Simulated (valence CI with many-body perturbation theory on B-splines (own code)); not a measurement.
Rb XV: M1 decay

Computed by relativistic CI+MBPT: five valence electrons over a frozen Dirac-Fock core [Ar], a basis of 7 s, 7 p, 8 d, 6 f, 4 g, 1 h functions for each j, with the one-electron correlation potential Σ1 (screened to all orders), the two-electron term Σ2, the three-electron term Σ3, Breit, model QED; selected single and double excitations, second order for the rest (own B-spline code, finite nucleus).

No measured spectrum was set against this ion. As an estimate, terms of the open shell hold to 2 to 4 % of their energy, and close levels can change places. Core correlation moves these levels by up to 9700 cm⁻¹, and in measured spectra 5 to 20 % of such shifts remained as error; rates that hang on mixing are uncertain with them. Only levels of the ground parity were solved; by the run's estimate the other parity begins above the list, which can be wrong where configurations are misplaced.

Lines 1 to 50 of 120 in falling wavelength, among levels below 283700 cm⁻¹, chosen from the decays that carry over 1 % of a level's rate. Wavelengths and rates use the calculated energies, so an error of 2000 cm⁻¹ moves a line at 16860 Å by 34 % and its rate by three times that or more. S is in atomic units (e²a₀⁴ for E2 and M2, e²a₀⁶ for E3), for M1 in squared Bohr magnetons. Weak lines are less certain than strong ones. Lines between different terms over intervals too small for the method are left out, as are lines whose strength nearly cancels. Intervals below about 2000 cm⁻¹, as at the head of this list, are uncertain by tens of per cent.

Names give the largest LS component (configuration and term), which can be under half, so a name can repeat, a term be missing and a line seem to break the LS rules; names also repeat where a configuration has a term twice. Letters in brackets count levels of one name in rising energy.

```
λ vac (Å)           Upper           Lower  Type   A (s⁻¹)  S (a.u.)
1.117e+05      3d5 4G_9/2      3d5 4G_7/2    M1  3.12e-02  1.61e+01
    86140      3d5 4G_9/2     3d5 4G_11/2    M1  5.35e-02  1.27e+01
    43190      3d5 4G_7/2      3d5 4G_5/2    M1  4.45e-01  1.06e+01
    32300     3d5 2I_13/2     3d5 2I_11/2    M1  3.27e-01  5.73e+00
    29480      3d5 4P_1/2      3d5 4P_3/2    M1  1.95e+00  3.70e+00
    17660      3d5 4D_5/2      3d5 4D_7/2    M1  3.61e+00  4.43e+00
    16930      3d5 4F_3/2      3d5 4F_5/2    M1  7.39e+00  5.31e+00
    16860      3d5 4P_5/2      3d5 4G_5/2    M1  4.55e+00  4.85e+00
    15620  3d5 2G_7/2 [a]      3d5 2H_9/2    M1  6.98e-01  7.90e-01
    15230      3d5 4F_5/2  3d5 2F_7/2 [a]    M1  7.70e+00  6.05e+00
    13290  3d5 2G_9/2 [a]  3d5 2G_7/2 [a]    M1  2.79e+00  2.43e+00
    11850  3d5 2F_7/2 [b]      3d5 4F_9/2    M1  5.55e+00  2.74e+00
    10780      3d5 4F_5/2  3d5 2D_3/2 [a]    M1  8.90e+00  2.48e+00
     9833      3d5 2H_9/2      3d5 4F_9/2    M1  1.21e+01  4.27e+00
     9237  3d5 2F_5/2 [a]  3d5 2F_7/2 [b]    M1  7.46e+00  1.31e+00
     8434      3d5 4D_1/2      3d5 4P_1/2    M1  3.61e+01  1.61e+00
     8387  3d5 2G_7/2 [a]      3d5 4F_5/2    M1  2.57e+00  4.50e-01
     8273      3d5 2H_9/2  3d5 2F_7/2 [a]    M1  2.62e+00  5.51e-01
     7729      3d5 4D_7/2      3d5 4P_5/2    M1  1.78e+01  2.43e+00
     7181  3d5 2G_9/2 [a]      3d5 2H_9/2    M1  2.99e+01  4.10e+00
     6586      3d5 4F_3/2  3d5 2D_3/2 [a]    M1  1.27e+01  5.40e-01
     6558      3d5 4D_1/2      3d5 4P_3/2    M1  1.95e+01  4.09e-01
     6389  3d5 2G_9/2 [a]  3d5 2F_7/2 [b]    M1  8.03e+00  7.76e-01
     6386      3d5 4D_7/2      3d5 4G_9/2    M1  4.65e+00  3.59e-01
     6366  3d5 2F_5/2 [b]      3d5 4F_3/2    M1  2.30e+01  1.32e+00
     6163      3d5 4D_5/2      3d5 4P_3/2    M1  6.11e+00  3.18e-01
     6040      3d5 4D_7/2      3d5 4G_7/2    M1  6.63e+00  4.33e-01
     6038  3d5 2F_7/2 [b]  3d5 2D_5/2 [a]    M1  2.96e+01  1.93e+00
     6035  3d5 2G_7/2 [a]      3d5 4F_9/2    M1  9.82e+00  6.40e-01
     5807      3d5 4D_3/2      3d5 4P_3/2    M1  3.25e+01  9.43e-01
     5611  3d5 2F_5/2 [b]  3d5 2F_7/2 [b]    M1  2.94e+01  1.16e+00
     5423  3d5 2D_5/2 [a]      3d5 4D_5/2    M1  7.83e+00  2.78e-01
     5410     3d5 2H_11/2      3d5 4F_9/2    M1  5.83e+00  4.11e-01
     5409  3d5 2G_7/2 [a]  3d5 2F_7/2 [a]    M1  2.14e+01  1.00e+00
     5377      3d5 4D_5/2      3d5 4P_5/2    M1  1.02e+01  3.54e-01
     5299      3d5 4D_7/2      3d5 4G_5/2    M1  5.21e-01  2.30e-02
     5104      3d5 4D_3/2      3d5 4P_5/2    M1  8.48e+00  1.67e-01
     4720  3d5 2F_5/2 [a]  3d5 2F_7/2 [a]    M1  5.33e+00  1.25e-01
     4626  3d5 2F_5/2 [b]      3d5 4F_5/2    M1  7.92e+00  1.74e-01
     4501      3d5 4D_5/2      3d5 4G_7/2    M1  4.20e+00  8.51e-02
     4332  3d5 2F_7/2 [c]      3d5 4F_5/2    M1  2.89e+01  6.96e-01
     4185  3d5 2F_5/2 [a]  3d5 2D_3/2 [a]    M1  2.87e+01  4.67e-01
     4150  3d5 2G_9/2 [a]      3d5 4F_9/2    M1  7.68e+00  2.04e-01
     4149  3d5 2D_5/2 [a]      3d5 4D_7/2    M1  8.98e+00  1.43e-01
     4058  3d5 2F_7/2 [a]      3d5 4D_5/2    M1  7.42e+00  1.47e-01
     4050  3d5 2G_7/2 [a]  3d5 2D_5/2 [a]    M1  1.48e+00  2.91e-02
     3967      3d5 2H_9/2     3d5 2I_11/2    M1  1.55e+01  3.58e-01
     3917      3d5 4D_3/2      3d5 4G_5/2    M1  5.71e+00  5.09e-02
     3651  3d5 2F_5/2 [a]  3d5 2D_5/2 [a]    M1  1.65e+02  1.78e+00
     3606  3d5 2F_7/2 [c]      3d5 4F_9/2    M1  4.06e+01  5.65e-01
```
